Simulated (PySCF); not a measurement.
Mg(Cl)(SMe) (CH3ClMgS), SMILES C[S][Mg][Cl].

Coordinates come from a B3LYP-D3(BJ)/def2-SVP optimisation. One conformer was computed; it need not be the lowest.

The numbers are results of PySCF with B3LYP/def2-TZVPD, not measurements.

Gas-phase values at a fixed geometry.

Problem. Estimate the frontier levels, gap, dipole moment and polarisability. (An estimate is asked for; the answer gives what the named calculation found.)

Solution. 
The highest occupied level comes out as -6.60 eV, the lowest empty level is -1.87 eV and the orbital gap comes out as 4.73 eV. The dipole moment comes out as 1.82 D and the quadrupole, principal values (traceless, Buckingham form, about the centre of nuclear charge) comes out as -16.32, 5.46, 10.87 D·Å. The mean static polarisability is 76.6 bohr³ (11.35 Å³) and the polarisability, principal values is 63.3, 69.3, 97.2 bohr³.
